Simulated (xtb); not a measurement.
Al(F)2(OMe) (CH₃AlF₂O), SMILES C[O][Al]([F])[F]. All values are semi-empirical tight-binding results from xtb (GFN2-xTB unless named), good for trends rather than for accurate numbers. The structure is a stationary point at GFN2-xTB. Other conformers were not sampled.

Optimised geometry:

Bond lengths (Å): Al1–F2 1.637, Al1–F3 1.642, Al1–O4 1.632, O4–C5 1.403, C5–H6 1.092, C5–H7 1.092, C5–H8 1.091. Bond angles (°): F2–Al1–F3 118.3, F2–Al1–O4 117.5, F3–Al1–O4 124.2, Al1–O4–C5 162.6, O4–C5–H6 109.1, O4–C5–H7 109.0, O4–C5–H8 111.0, H6–C5–H7 109.3, H6–C5–H8 109.2, H7–C5–H8 109.2.
Charge 0, spin multiplicity 1.

For metal compounds this method's bond lengths and energies can be far off.

| Quantity | Result |
|---|---|
| orbital gap | 4.03 eV |
| zero-point energy | 28.5 kcal/mol |
| G − E(el) at 298.15 K (modified RRHO) | 8.5 kcal/mol |

Computed atomic charges and the Wiberg bond orders between heavy atoms:
charges (e) Al1 0.55, F2 -0.23, F3 -0.23, O4 -0.31, C5 0.04, H6 0.06, H7 0.06, H8 0.06. Bond orders Al1–F2 1.25, Al1–F3 1.24, Al1–O4 1.38, O4–C5 0.95.
